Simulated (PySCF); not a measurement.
TiOF₂ + NH₃ → TiN(OH) + 2 HF

Level: PBE0 in the def2-TZVP basis family, all electrons, no relativity, computed in PySCF with density fitting; open shells unrestricted.

```csv
species,state and structure,E (Eh),ZPE (kJ/mol),H(298 K) − H(0) (kJ/mol),S° (J/(mol K))
TiOF₂,"singlet, Cs, Ti–F 1.789 Å (×2), Ti–O 1.592 Å; F–Ti–F 127.8°, F–Ti–O 115.8° (×2)",-1124.20667,18.5,15.4,313.2
NH₃,"singlet, C3v, N–H 1.013 Å (×3); H–N–H 107.1° (×3)",-56.51312,90.6,10.0,192.4
TiN(OH),"singlet, Cs, O–H 0.958 Å, Ti–N 1.560 Å, Ti–O 1.855 Å; H–O–Ti 124.6°, N–Ti–O 113.2°",-979.72950,43.0,12.4,272.3
HF,"singlet, C∞v, H–F 0.920 Å",-100.39188,24.9,8.7,173.6
```

What is the electronic reaction energy?

At PBE0/def2-TZVP, ΔE = 542.2 kJ/mol from the differences of the total energies times 2625.5, uphill. 

Add zero-point, thermal and entropy terms for 298.15 K and 1 bar.

ΔZPE = -16.3 and Δ[H(298) − H(0)] = 4.4 kJ/mol give ΔH° = 530.3 kJ/mol. ΔS° = 113.9 J/(mol K), so ΔG° = 530.3 − 298.15 × (0.1139) = 496 kJ/mol.

Modes under 40 cm⁻¹ make the shape and entropy of TiOF₂ uncertain. The structures come from searches over a few start shapes, so lower isomers are not excluded.
